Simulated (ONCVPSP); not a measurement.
# What one change does to a pseudopotential (nickel (Ni), ONCV)

nickel, optimised norm-conserving Vanderbilt (ONCV), made with ONCVPSP 4.0.1 (PBE, scalar-relativistic). Core [Ne], reference 3s2 3p6 3d8 4s2. Waves: 3s+4s: rc 1.15 bohr, ncon 3, nbas 7, qcut 9.7 1/bohr, 2 projectors; 3p: rc 0.95 bohr, ncon 4, nbas 8, qcut 17.4 1/bohr, 1 projector; 3d: rc 1.45 bohr, ncon 5, nbas 10, qcut 11.6 1/bohr, 1 projector. Local part: polynomial inside 0.80 bohr (lpopt 5, dvloc0 -1 Ha). Core correction: Teter function, fcfact 1.5, rcfact 1.3.

Change: reference 3s2 3p6 3d8 4s1.75.

Cutoffs: the cutoffs (Ha) at which the residual kinetic energy of the hardest occupied pseudo-wave falls to 1 and 0.1 mHa per electron; they do not see the model core or the augmentation charge, which bear on the density cutoff. Errors are all-electron minus pseudo energies relative to the spin-unpolarised reference configuration.

What does the change do?

The potential gets neither clearly harder nor softer (71 Ha and 93 Ha → 71 Ha and 93 Ha); neither file shows a bound ghost.

| quantity | base | changed |
| --- | --- | --- |
| cutoff, loose | 71 Ha | 71 Ha |
| cutoff, tight | 93 Ha | 93 Ha |
| loose cutoff by channel | s 34 Ha, p 71 Ha, d 54 Ha | s 34 Ha, p 71 Ha, d 54 Ha |
| bound ghosts | none | none |
| GHOST(+) flags under 300 eV | none | none |
| largest error over its own tests, meV | +36 | +11 |
| s: phases at 1.17 bohr within 0.05 rad from the reference energy up to (Ha; the scan ends near 5) | to the end of the scan | to the end of the scan |
| p: phases at 0.97 bohr within 0.05 rad from the reference energy up to (Ha; the scan ends near 5) | to the end of the scan | to the end of the scan |
| d: phases at 1.47 bohr within 0.05 rad from the reference energy up to (Ha; the scan ends near 5) | 1.5 | 1.4 |
| rms error of d²Exc/dni dnj with the model core, mHa | 0.73 | 0.72 |
